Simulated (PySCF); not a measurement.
How the method moves the HOMO and LUMO of `F[SiH2][Se][SiH3]`

Species: FH5SeSi2.
Cartesian coordinates in Å at the PBE0-D3(BJ)/def2-SVP level; atoms count from 1:
```
atom  x, y, z in Å
F1     1.5292    1.6462   -0.5922
Si2    1.7939    0.1447   -0.0297
Se3    0.2088   -1.2781   -0.7839
Si4   -1.5522   -0.1322    0.1414
H5     3.0918   -0.3514   -0.5565
H6     1.7788    0.2442    1.4536
H7    -2.0373    0.9346   -0.7786
H8    -2.6362   -1.1282    0.3737
H9    -1.1165    0.4761    1.4330
```

Basis pcSseg-2 throughout (PySCF), one geometry. Geometry: PBE0-D3(BJ)/def2-SVP, one conformer, isolated molecule. The calculation is non-relativistic, for selenium too.

How do the orbital energies, the gap and the dipole change with the method?

| method | kind | HOMO (eV) | LUMO (eV) | gap (eV) | μ (D) | SCF cycles |
| --- | --- | --- | --- | --- | --- | --- |
| BLYP | GGA | -6.15 | -1.20 | 4.94 | 1.08 | 13 |
| B97-D | GGA | -6.27 | -1.20 | 5.07 | 1.07 | 12 |
| PBE | GGA | -6.33 | -1.34 | 4.99 | 1.08 | 13 |
| OPBE | GGA | -6.35 | -1.18 | 5.17 | 1.05 | 13 |
| KT3 | GGA | -6.39 | -1.34 | 5.05 | 1.09 | 13 |
| KT2 | GGA | -6.39 | -1.42 | 4.98 | 1.11 | 13 |
| BP86 | GGA | -6.42 | -1.38 | 5.04 | 1.07 | 13 |
| LDA | LDA | -6.45 | -1.57 | 4.88 | 1.15 | 13 |
| B97-2 | global hybrid | -7.19 | -0.49 | 6.71 | 1.14 | 12 |
| B3LYP | global hybrid | -7.20 | -0.71 | 6.49 | 1.15 | 12 |
| PBE0 | global hybrid | -7.44 | -0.50 | 6.95 | 1.16 | 11 |
| mPW1PW91 | global hybrid | -7.46 | -0.50 | 6.96 | 1.16 | 11 |
| BHandHLYP | global hybrid | -8.39 | 0.36 | 8.75 | 1.23 | 10 |
| CAM-B3LYP | range-separated hybrid | -8.67 | 0.47 | 9.14 | 1.19 | 11 |
| wB97X-D | range-separated hybrid | -9.21 | 1.22 | 10.43 | 1.16 | 12 |
| HF | Hartree–Fock | -9.93 | 2.45 | 12.38 | 1.28 | 10 |
| LC-wPBE | range-separated hybrid | -10.02 | 1.59 | 11.61 | 1.19 | 12 |

The HOMO spans 3.88 eV, from BLYP down to LC-wPBE, and the gap runs from 4.88 eV (LDA) to 12.38 eV (HF). Over the methods BLYP (0 %), B97-D (0 %), PBE (0 %), OPBE (0 %), KT3 (0 %), KT2 (0 %), BP86 (0 %), LDA (0 %), B97-2 (21 %), B3LYP (20 %), PBE0 (25 %), mPW1PW91 (25 %), BHandHLYP (50 %), HF (100 %), a straight line through the gap against the share of exact exchange rises by 0.74 eV for each 10 % (correlation coefficient 0.999). The dipole ranges from 1.05 D (OPBE) to 1.28 D (HF). This basis has no diffuse functions.

The vertical ΔSCF ionisation energy at wB97X-D/def2-SVPD is 9.46 eV; −ε(HOMO) comes closest to it with wB97X-D (9.21 eV).
